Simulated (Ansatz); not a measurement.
HfO₃⁻, relaxed as a doublet with UKS r2SCAN-D4/def2-TZVPD in Ansatz, starting from the GFN2-xTB geometry. Force threshold 0.02 eV/Å.

In the def2 sets Hf takes a core potential; there is no spin–orbit coupling. The relaxation made no stability test and no search for a lower SCF solution. The structure comes from a short search, and lower isomers may exist.

Start:

```xyz
4

Hf   -0.0011    0.0009    0.0006
O    -0.1410   -0.1906    1.7976
O     1.3765    0.9435   -0.7055
O    -1.2344   -0.7539   -1.0926
```

| step | energy (eV) | largest force component (eV/Å) | SCF passes |
| --- | --- | --- | --- |
| 1 | -7450.5319 | 2.760 | 59 |
| 2 | -7450.8897 | 0.084 | 48 |
| 3 | -7450.8911 | 0.085 | 38 |
| 4 | -7450.8915 | 0.059 | 42 |
| 5 | -7450.8917 | 0.015 | 41 |
| 6 | -7450.8917 | 0.002 | 41 |

Force components are those of the run's own axes.

End:

Cartesian coordinates in Å:
```
Hf -0.0334 -0.0228 0.0169
O -0.1089 -0.1739 1.8893
O 1.4144 0.9699 -0.7239
O -1.2720 -0.7732 -1.1823
```

By distances, no bond broke or formed. The bond that changes most is Hf1–O3, from 1.81 to 1.91 Å (atoms count from 1).

The force fell under the threshold at step 5, but the optimiser went on. No frequencies were taken in this run, so the end may be a saddle point.

It took 25 s on 4 threads of Arm Neoverse V2 on a shared host.
